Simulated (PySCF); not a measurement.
**Frontier orbitals and the lowest excitations**

Compound: CH5F4PSi2.
Atom-mapped SMILES: `[F:1][CH2:2][Si@@H:3]([PH2:4])[Si:5]([F:6])([F:7])[F:8]` (hydrogens: H9, H10 on C2; H11 on Si3; H12, H13 on P4)

Cartesian coordinates in Å at the GFN2-xTB level; atoms count from 1:
```xyz
13
CH5F4PSi2 angstrom
F      2.7345    0.3634    0.2554
C      1.7100   -0.5315    0.0207
Si     0.0708    0.2584    0.6583
P     -0.0970    2.1596   -0.5210
Si    -1.6619   -1.1837    0.2897
F     -1.6133   -2.5572    1.0881
F     -3.0653   -0.5808    0.7281
F     -1.9399   -1.6793   -1.1944
H      1.7086   -0.7178   -1.0569
H      1.9839   -1.4552    0.5353
H      0.2588    0.3973    2.1187
H      0.9606    2.7801    0.1265
H     -1.0540    2.7473    0.2979
```

Computed with TDDFT wB97X-D/def2-SVPD, vertical, gas phase, core orbitals frozen in the response (PySCF).

Frontier orbitals with the atoms that hold most of them (Löwdin shares over 4%, at most four atoms; ? is withheld):

| orbital | ε (eV) | atoms |
| --- | --- | --- |
| HOMO-3 | -12.26 | F1 30%, C2 21%, Si3 11%, H9 10% |
| HOMO-2 | -11.57 | Si3 27%, P4 20%, Si5 18%, H12 7% |
| HOMO-1 | -11.07 | ? |
| HOMO | ? | P4 66%, Si3 14%, H12 7%, H13 7% |
| LUMO | 0.39 | ? |
| LUMO+1 | 0.81 | Si3 33%, Si5 23%, H11 10%, P4 9% |
| LUMO+2 | 1.57 | P4 21%, Si3 20%, Si5 17%, H13 9% |

Task: Give the leading atoms of the HOMO-1.

Result: C2 (bonded to F, Si and 2 H) 30%; F1 (bonded to C) 26%; Si3 (bonded to C, P, Si and H) 20%; P4 (bonded to Si and 2 H) 6%.

Task: Give the leading atoms of the LUMO.

Result: Si3 (bonded to C, P, Si and H) 28%; Si5 (bonded to 3 F and Si) 21%; P4 (bonded to Si and 2 H) 18%; F6 (bonded to Si) 6%. By element: silicon 49%, phosphorus 18%, fluorine 6% or more.

Task: What is the HOMO energy, and the HOMO–LUMO gap?

Result: ε(HOMO) = -10.02 eV; the gap is 10.41 eV (0.3826 hartree).

Task: The HOMO–LUMO gap is 10.41 eV. Where does the response calculation put the lowest singlet, and from which orbitals?

Result: S1 is at 6.06 eV (f = 0.069), 4.35 eV below the gap, made of HOMO→LUMO (82%), HOMO→LUMO+1 (9%). Without the coupling terms of the response equations the lowest excitation would equal the gap.

Task: One configuration dominates each of S1, S2, S4 and S6. Which, and how do the shares of the two leading atoms of either orbital change from the occupied to the empty one?

Result: 
- S1 (6.06 eV, f 0.069), HOMO→LUMO (82%): P4 66% → 18%, Si3 14% → 28%, Si5 at most 7% → 21%
- S2 (6.61 eV, f 0.010), HOMO→LUMO+1 (86%): P4 66% → 9%, Si3 14% → 33%, Si5 at most 7% → 23%
- S4 (7.16 eV, f 0.040), HOMO-1→LUMO (88%): C2 30% → at most 7%, F1 26% → at most 7%, Si3 20% → 28%, Si5 at most 6% → 21%
- S6 (7.47 eV, f 0.017), HOMO-1→LUMO+1 (90%): C2 30% → at most 10%, F1 26% → at most 10%, Si3 20% → 33%, Si5 at most 6% → 23%

Löwdin shares depend on the basis, the more so with diffuse functions.

One conformer stands for the species.
